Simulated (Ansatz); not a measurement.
Geometry optimisation, RKS PBE/def2-SVP in Ansatz.

Input file:

```yaml
crystal:
  periodic: [false, false, false]
  atoms:
    - { symbol: "N", position_ang: [-1.0961, 0.4259, -0.5607] }
    - { symbol: Ge, position_ang: [0.5218, 0.2283, 0.2192] }
    - { symbol: S, position_ang: [0.9297, -1.9387, 0.366] }
    - { symbol: H, position_ang: [-1.2058, 1.5114, -0.6846] }
    - { symbol: H, position_ang: [-1.0772, 0.0654, -1.5534] }
    - { symbol: H, position_ang: [0.5199, 0.8783, 1.6343] }
    - { symbol: H, position_ang: [1.6391, 0.9171, -0.6444] }
    - { symbol: H, position_ang: [-0.1392, -2.1448, 1.1677] }
basis:
  gaussian: { orbitals: def2-SVP }
hamiltonian:
  xc: pbe
relax:
  f_tol: 0.015
  max_steps: 40
```

Launched with:

```bash
$ ansatz run input.yaml --threads 1 --pin off --max-ram 2048MiB --backend cpu --events-out ev --progress --plain --runs-dir out
```

Question: Where does it end, and by what steps?

Answer: The run converged. After 7 steps the energy has fallen by 0.223 eV; H4 moved furthest, 0.27 Å.

| step | energy less start (eV) | largest force component (eV/Å) | accepted |
| --- | --- | --- | --- |
| 0 | 0.0000 | 2.223 | yes |
| 1 | -0.1784 | 0.879 | yes |
| 2 | -0.2032 | 0.209 | yes |
| 3 | -0.1674 | 0.459 | no |
| 4 | -0.2173 | 0.085 | yes |
| 5 | -0.2212 | 0.059 | yes |
| 6 | -0.2220 | 0.128 | yes |
| 7 | -0.2229 | 0.015 | yes |

```xyz
8
Properties=species:S:1:pos:R:3
N -1.075 0.451 -0.581
Ge 0.593 0.268 0.206
S 0.987 -1.929 0.428
H -1.424 1.417 -0.564
H -1.103 0.117 -1.552
H 0.490 1.010 1.565
H 1.829 0.768 -0.602
H -0.206 -2.160 1.045
```

Run time: 17 s on 1 thread of AMD EPYC 7B13 (Zen 3) (shared host), peak memory 0.14 GiB.
